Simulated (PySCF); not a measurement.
HgCl, SMILES [Cl][Hg+], charge +1. Geometry: PBE-D3(BJ)/def2-TZVPD. The spin state was assumed, not searched. The def2 effective core potentials stand for the cores of Hg; spin–orbit coupling is left out.

All values below come from PySCF with PBE-D3(BJ)/def2-TZVPD.

Harmonic wavenumbers (cm⁻¹): 354. Rotational constants (GHz): 3.289 (linear); symmetry number 1.

Question: Work out the zero-point energy and the ideal-gas rigid-rotor harmonic-oscillator thermochemistry at 298.15 K and 1 atm.

Answer: ZPE = ½ Σ hcν = ½ × 354 cm⁻¹ = 0.51 kcal/mol. H − E(el) = 2.80 kcal/mol. Entropy in cal/(mol K): translation 42.28, rotation 16.98, vibration 1.15, total 60.40. G − E(el) = -15.21 kcal/mol. Cp = 8.52 cal/(mol K).
